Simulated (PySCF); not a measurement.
C₂H₇NSi₂. Atoms are numbered in the order given.

```xyz
12

C      2.2218     0.8227    -0.0318
Si     0.7716    -0.3054    -0.4165
N     -0.5842     0.5621    -1.2542
C     -1.5768     0.4350    -0.4412
Si    -1.0063    -0.5754     1.1071
H      2.6869     1.1744    -0.9673
H      1.8928     1.7014     0.5437
H      2.9882     0.2888     0.5529
H      1.2345    -1.4814    -1.2109
H     -2.5609     0.8799    -0.6933
H     -1.6975    -1.8850     1.3203
H     -1.0391     0.1719     2.4039
```
Charge 0, spin multiplicity 1.

The structure is a stationary point at B3LYP-D3(BJ)/def2-SVP. The structure was generated by enumeration; whether it is a known compound was not checked.

Level of theory: SMD-M06-2X/def2-SVP run with PySCF.

Solvation free energies are E(SMD) − E(gas) at the gas-phase geometry, for 1 M in both phases. In vacuum the dipole moment is 1.83 D.

Problem. Estimate the solvation free energies in water, cyclohexanone, 1-octanol. (An estimate is asked for; the answer gives what the named calculation found.)

Solution. 
```csv
solvent,ΔG(solv) (kcal/mol),its non-electrostatic (CDS) part,dipole (D)
water,0.4,4.5,2.46
cyclohexanone,-2.1,1.8,2.39
1-octanol,-1.8,1.7,2.35
```
